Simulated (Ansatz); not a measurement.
CH7B2FSi can be A, `B[SiH](B)CF`, or B, `B[SiH](C)BF`.

Computed with Ansatz on PBE0-D4/def2-TZVP structures; ΔE is electronic, products minus reactants. CBS: MP2 limit from def2 TZ/QZ plus the TZ coupled-cluster correction, frozen cores. DFT in def2-TZVPP. B3LYP here is the variant with VWN-RPA as its local correlation; programs differ in this. Each species was taken in one conformer, which may not be the lowest.

A:

Z-matrix (Å, degrees):
```
Si
B 1 2.007
C 1 1.907 2 113.0
B 1 2.007 2 103.8 3 -122.8
H 1 1.497 2 109.5 3 120.3
H 2 1.195 1 121.8 3 18.2
H 2 1.195 1 120.0 3 -164.2
F 3 1.392 1 109.3 2 -58.8
H 3 1.095 1 111.9 2 60.7
H 3 1.095 1 111.8 2 -178.4
H 4 1.195 1 121.8 2 104.5
H 4 1.195 1 120.0 2 -73.0
```

B:

Z-matrix (Å, degrees):
```
Si
C 1 1.880
B 1 2.041 2 112.7
B 1 2.001 2 115.7 3 -116.8
H 1 1.496 2 111.1 3 117.9
H 2 1.092 1 111.3 3 -60.3
H 2 1.092 1 110.2 3 59.5
H 2 1.092 1 111.1 3 179.1
F 3 1.324 1 120.0 2 -19.2
H 3 1.203 1 123.9 2 162.0
H 4 1.197 1 122.1 2 18.1
H 4 1.196 1 120.4 2 -166.0
```

Task: Which isomer does CCSD(T)/CBS put lower? Give the gap. (Best estimate.)

Result: The calculation gave: B, by 252.9 kJ/mol.

Task: Give E(B) − E(A) in kJ/mol with PBE0-D4, B3LYP-D4, MP2/def2-TZVPP, r2SCAN-D4, ωB97M-V, CCSD(T)/def2-TZVPP, PBE-D4. (Best estimate.)

Result: Computed: PBE0-D4 -250.3, B3LYP-D4 -247.7, MP2/def2-TZVPP -262.0, r2SCAN-D4 -253.6, ωB97M-V -250.7, CCSD(T)/def2-TZVPP -252.6, PBE-D4 -248.3. None reverses the order clearly.

Largest T1 diagnostic: 0.014.

In def2-TZVPP, CCSD(T) changes the Hartree–Fock value by −8.9 kJ/mol (the triples alone add −1.4 kJ/mol) and MP2 by −18.3 kJ/mol.
